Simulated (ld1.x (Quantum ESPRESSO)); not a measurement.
**What the settings do to the TM semilocal potential of beryllium**

Base potential:

```
Element                 : beryllium (Be)
Generator               : ld1.x (Quantum ESPRESSO) 7.5
Type                    : norm-conserving Troullier–Martins (semilocal form)
Functional              : LDA (PZ)
Relativity              : scalar-relativistic
Frozen core             : [He]
Valence charge          : 2
Reference configuration : 2s2 2p0
Partial waves           : 2s (bound): rc 1.75 bohr; 2p (bound, empty): rc 4.20 bohr
Local potential         : the p channel
Core correction         : none
```

All-electron outer shells of the reference configuration (LDA (PZ), scalar-relativistic, ld1.x):

| shell | level (eV) | outermost node (bohr) | outermost maximum (bohr) |
| --- | --- | --- | --- |
| 1s | -104.93 | – | 0.27 |
| 2s | -5.61 | 0.60 | 2.04 |
| 2p | -2.10 | – | 2.28 |

Cutoffs, loose and tight: the cutoffs (Ry, on a coarse ladder) from which the occupation-weighted sum of valence levels, in a spherical-Bessel basis at the reference potential, stays within 10 and 1 mRy of its value at 400 Ry. They do not see the model core or the augmentation charge, which bear on the density cutoff. Test errors are all-electron minus pseudo excitation energies from the reference, over the configurations 2s1 2p0; 2s1.5 2p0; 2s1 2p1; 2s0 2p1; 2s0 2p2 (two spin-polarised tests are not counted in the largest error). A dash means not determined; rows that change the core or the reference have their own tests.

A semilocal file is local in each channel, so a ghost entry of none says nothing of the separable form that plane-wave codes build from it.

```csv
change,outcome,"cutoff, loose","cutoff, tight",bound ghosts,largest test error (meV)
base,generated,10 Ry,30 Ry,none,-164
wave 2s (bound): rc 1.75 bohr becomes 2s (bound): rc 1.18 bohr,generated,45 Ry,90 Ry,none,-159
wave 2s (bound): rc 1.75 bohr becomes 2s (bound): rc 1.38 bohr,generated,10 Ry,40 Ry,none,-164
wave 2s (bound): rc 1.75 bohr becomes 2s (bound): rc 1.62 bohr,generated,10 Ry,30 Ry,none,-163
wave 2s (bound): rc 1.75 bohr becomes 2s (bound): rc 1.80 bohr,generated,10 Ry,30 Ry,none,-164
wave 2s (bound): rc 1.75 bohr becomes 2s (bound): rc 1.94 bohr,generated,10 Ry,25 Ry,none,-165
wave 2s (bound): rc 1.75 bohr becomes 2s (bound): rc 2.24 bohr,generated,8 Ry,18 Ry,none,-172
wave 2s (bound): rc 1.75 bohr becomes 2s (bound): rc 2.38 bohr,generated,8 Ry,12 Ry,none,-176
```

What comes out with this change to the base: wave 2s (bound): rc 1.75 bohr becomes 2s (bound): rc 2.64 bohr?

outcome: generated; cutoff, loose: 6 Ry; cutoff, tight: 10 Ry; bound ghosts: none; largest test error (meV): -187.

Reading the sweep of the s radius (base included, trends over the rows without a ghost): The loose cutoff falls from 45 Ry at 1.18 to 6 Ry at 2.64 bohr. A larger radius leaves more room for a smooth pseudo-wave, so fewer plane waves are needed; a smaller one forces it to follow the all-electron wave where it bends sharply. The median size of the test errors (rows with all tests solved) stays near 19.4 meV.
